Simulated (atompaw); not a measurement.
## What one change does to a pseudopotential (Fe (Z = 26), PAW (atompaw))

```json
{
  "Element": "iron (Fe)",
  "Generator": "atompaw 4.2.0.5",
  "Type": "PAW",
  "Functional": "PBE",
  "Relativity": "scalar-relativistic",
  "Frozen core": "[Ar]",
  "Valence charge": "8",
  "Reference configuration": "3d6 4s0 4p0 (charge +2)",
  "Partial waves": "4s (bound, empty): rc 2.55 bohr; 4s channel at -0.75 Ry: rc 2.55 bohr; 4p (bound, empty): rc 2.55 bohr; 4p channel at 2.55 Ry: rc 2.55 bohr; 3d (bound): rc 0.85 bohr; 3d channel at 1.35 Ry: rc 0.85 bohr",
  "Local potential": "bessel scheme, radius 2.25 bohr",
  "Core correction": "smooth core density matched at 1.65 bohr",
  "Augmentation charge": "gaussian compensation charge, radius 1.90 bohr; PAW radius 2.55 bohr; waves and projectors: custom rrkj gramschmidtortho"
}
```

Change: all radii scaled by about 1.08 (s 2.76, p 2.76, d 0.92 bohr); local potential bessel scheme, radius 2.44 bohr; augmentation gaussian compensation charge, radius 2.06 bohr; PAW radius 2.76 bohr; waves and projectors: custom rrkj gramschmidtortho; core correction smooth core density matched at 1.80 bohr.

Cutoffs: the cutoffs (Ry, on a coarse ladder) from which the occupation-weighted sum of valence levels, in a spherical-Bessel basis at the reference potential, stays within 10 and 1 mRy of its value at 400 Ry; they do not see the model core or the augmentation charge, which bear on the density cutoff.

**Question.** What does the change do?

**Answer.** The potential gets softer (160 Ry and 260 Ry → 140 Ry and 230 Ry); neither file shows a bound ghost. A larger radius leaves more room for a smooth pseudo-wave, so fewer plane waves are needed.

```json
{"quantity": "cutoff, loose", "base": "160 Ry", "changed": "140 Ry"}
{"quantity": "cutoff, tight", "base": "260 Ry", "changed": "230 Ry"}
{"quantity": "bound ghosts", "base": "none", "changed": "none"}
{"quantity": "lowest overlap eigenvalue by channel", "base": "s 0.41, p 0.73, d 1.00", "changed": "s 0.40, p 0.75, d 1.00"}
```

 The cutoffs see the waves, projectors and local potential, not the compensation charge or the core.
